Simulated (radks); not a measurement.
Valence configurations of Ba I (all share [Xe]). Calculated with a radial shooting solver on a logarithmic mesh with Libxc functionals: Dirac Kohn-Sham, PBE, spin-unpolarised, spherical densities, point nucleus; open shells fill j = l - 1/2 first. Energies are relative to 6s2; eigenvalues in eV.

| valence | E (eV) | e(4f5/2) | e(5d3/2) | e(6p1/2) | e(6s1/2) |
|---|---|---|---|---|---|
| 6s2 | 0.000 | - | - | - | -3.229 |
| 5d0.5 6s1.5 | 0.605 | - | -1.702 | - | -2.979 |
| 6s1.5 6p0.5 | 0.955 | - | - | -1.575 | -3.502 |
| 6s1 6p1 | 1.927 | - | - | -1.791 | -3.753 |
| 5d0.5 6s0.5 6p1 | 2.427 | - | -2.429 | -1.651 | -3.503 |
| 6p2 | 3.923 | - | - | -2.170 | - |
| 4f1 6s1 | 4.168 | -0.339 | - | - | -4.907 |

NIST lists [Xe] 6s2 as the ground configuration; this level of theory agrees among the configurations tried. The energies are those of spherical spin-averaged densities, not of single terms.
